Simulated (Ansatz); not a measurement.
H₆SSiSn, SMILES `[SiH3][S][SnH3]`. Total charge 0; spin multiplicity 1. Sn: def2 effective core potential. All single points use the PBE0-D4/def2-TZVP geometry.

```xyz
9

Si   -1.372    0.253    0.997
S    -0.994   -0.875   -0.769
Sn    1.329   -0.315   -1.064
H    -0.500   -0.188    2.118
H    -2.794    0.028    1.353
H    -1.135    1.704    0.774
H     1.810   -1.150   -2.466
H     2.194   -0.832    0.311
H     1.463    1.374   -1.254
```

(1) What is the dipole moment at ωB97M-V/def2-TZVPP? (An estimate is asked.)

(2) And with PBE, r2SCAN, B3LYP? (An estimate is asked.)

(3) Give the Mulliken charges with ωB97M-V, B3LYP, PBE in def2-TZVPP. (Best estimate.)

## Answers

(1) The calculation gave: 1.47 D, with components (1.37, 0.51, 0.08) D in this frame, pointing from negative to positive charge.

(2) Computed: PBE 1.36 D, r2SCAN 1.45 D, B3LYP 1.40 D.

(3) Computed: 
```json
{"atom": "Si1", "ωB97M-V": "0.16", "B3LYP": "0.29", "PBE": "0.22"}
{"atom": "S2", "ωB97M-V": "-0.38", "B3LYP": "-0.43", "PBE": "-0.39"}
{"atom": "Sn3", "ωB97M-V": "0.48", "B3LYP": "0.63", "PBE": "0.58"}
{"atom": "H4", "ωB97M-V": "-0.02", "B3LYP": "-0.06", "PBE": "-0.04"}
{"atom": "H5", "ωB97M-V": "-0.01", "B3LYP": "-0.05", "PBE": "-0.04"}
{"atom": "H6", "ωB97M-V": "-0.02", "B3LYP": "-0.06", "PBE": "-0.04"}
{"atom": "H7", "ωB97M-V": "-0.07", "B3LYP": "-0.11", "PBE": "-0.09"}
{"atom": "H8", "ωB97M-V": "-0.07", "B3LYP": "-0.11", "PBE": "-0.10"}
{"atom": "H9", "ωB97M-V": "-0.07", "B3LYP": "-0.11", "PBE": "-0.10"}
```

B3LYP here is the variant with VWN-RPA as its local correlation; programs differ in this.
